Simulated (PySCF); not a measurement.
B(F)2(SH) (BF2HS), SMILES FB(S)F.

Geometry: ωB97X-D3(BJ)/def2-SVP. Other conformers were not sampled.

These are PBE0/def2-TZVPD (PySCF) values and carry that method's errors.

Symmetry labels are those of the subgroup Cs that the program uses (full group Cs).

Computed valence orbital energies around the gap with their symmetry:
```csv
orbital,symmetry,energy (eV)
HOMO−7,A',-15.51
HOMO−6,A',-14.37
HOMO−5,A",-14.25
HOMO−4,A",-12.77
HOMO−3,A',-12.64
HOMO−2,A',-11.88
HOMO−1,A',-10.24
HOMO,A",-8.48
LUMO,A',-0.34
LUMO+1,A",-0.03
LUMO+2,A',0.35
LUMO+3,A',0.82
```
